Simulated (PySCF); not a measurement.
# Exercise with solution: chemical shift, span and skew from a shielding tensor

CH₈O₂Si₃, SMILES C[Si@H]1O[SiH2][Si@@H]1O. Atoms are numbered in the order given.

```xyz
14

C      2.5341    -0.7206    -1.0282
Si     1.2614    -0.1058     0.2039
O      0.6874     1.4358    -0.2452
Si    -1.0119     1.4804    -0.2940
Si    -0.9911    -0.8743     0.0640
O     -1.8152    -1.6279     1.3153
H      2.1000    -0.7944    -2.0373
H      3.3929    -0.0307    -1.0706
H      2.9060    -1.7160    -0.7348
H      1.8656    -0.0548     1.5708
H     -1.5621     2.3390     0.7985
H     -1.4782     2.0349    -1.5988
H     -1.2969    -1.6919    -1.1438
H     -1.7273    -1.2291     2.1893
```
Charge 0, spin multiplicity 1.

Geometry: B3LYP-D3(BJ)/def2-SVP. The structure was generated by enumeration; whether it is a known compound was not checked. The values are those of a single conformer.

GIAO shieldings from HF/pcSseg-1 in PySCF, non-relativistic, no solvent. The symmetric part of the tensor of Si2 has the principal values 299.4, 369.9, 448.9 ppm. The same nucleus in TMS has σ = 393.8 ppm at this level (PySCF, at its B3LYP-D3(BJ)/def2-TZVP geometry).

Question: Work out the isotropic shielding, the ²⁹Si shift against TMS, the span and the skew.

Answer: 
σ(iso) = (σ11 + σ22 + σ33)/3 = 372.7 ppm. δ = σ(ref) − σ(iso) = 393.8 − (372.7) = 21.1 ppm.
Span Ω = σ33 − σ11 = 149.5 ppm. Skew κ = 3(σ(iso) − σ22)/Ω = 0.06. Tumbling in solution averages the tensor to δ; in a static solid the shielding alone would spread this spin-1/2 line over Ω.
